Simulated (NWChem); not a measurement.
Species: BeI2; SMILES [Be]([I])[I]

```xyz
3

Be     0.0000     0.0000     0.0000
I      1.5838     0.3662    -1.4348
I     -1.5839    -0.3661     1.4347
```
Atoms are numbered in this order, from 1.

Level: PBE0/def2-SVP with def2 effective core potentials on I (NWChem), optimised geometry, unscaled harmonic frequencies. def2 effective core potentials on I; no spin-orbit coupling.

| frequency (cm⁻¹) | IR intensity (km/mol) |
|---|---|
| 174 | 9.0 |
| 174 | 9.0 |
| 899 | 406.1 |

```json
{
 "zero_point_energy": "2.0 kcal/mol",
 "thermal correction to the enthalpy at 298.15 K (with zero-point energy)": "5.6 kcal/mol",
 "heat capacity Cv": "12.1 cal/(mol K)",
 "entropy at 298.15 K and 1 atm (symmetry number 2)": "56.1 cal/(mol K)"
}
```

Rigid rotor and harmonic oscillator.
